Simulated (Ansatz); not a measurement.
Start from `[CH3][AlH][TeH]` and change one element to get `CB[TeH]`.

Ansatz, PBE0-D4/def2-TZVP geometries, multiplicity 1. 

Elements past krypton have def2 core potentials.

```tsv
property	`[CH3][AlH][TeH]`
HOMO–LUMO gap (ωB97M-V/def2-TZVPP) / eV	9.12
LUMO energy (PBE0/def2-TZVPP) / eV	-1.20
HOMO–LUMO gap (B3LYP/def2-TZVPP) / eV	5.10
LUMO energy (PBE/def2-TZVPP) / eV	-1.92
HOMO–LUMO gap (PBE/def2-TZVPP) / eV	3.81
zero-point energy (PBE0-D4/def2-TZVP) / kJ/mol	129.7
```

Give the same properties after the change, and the shifts. (Best estimate.)

Ansatz gave: 
| property | `CB[TeH]` | shift |
| --- | --- | --- |
| HOMO–LUMO gap (ωB97M-V/def2-TZVPP) / eV | 9.64 | 0.52 |
| LUMO energy (PBE0/def2-TZVPP) / eV | -1.20 | 0.00 |
| HOMO–LUMO gap (B3LYP/def2-TZVPP) / eV | 5.32 | 0.22 |
| LUMO energy (PBE/def2-TZVPP) / eV | -2.08 | -0.16 |
| HOMO–LUMO gap (PBE/def2-TZVPP) / eV | 3.87 | 0.06 |
| zero-point energy (PBE0-D4/def2-TZVP) / kJ/mol | 146.9 | 17.2 |

B3LYP here is the variant with VWN-RPA as its local correlation; programs differ in this.

Spin–orbit coupling is left out; it splits and shifts lone-pair levels of the heavy atoms by tenths of an eV.
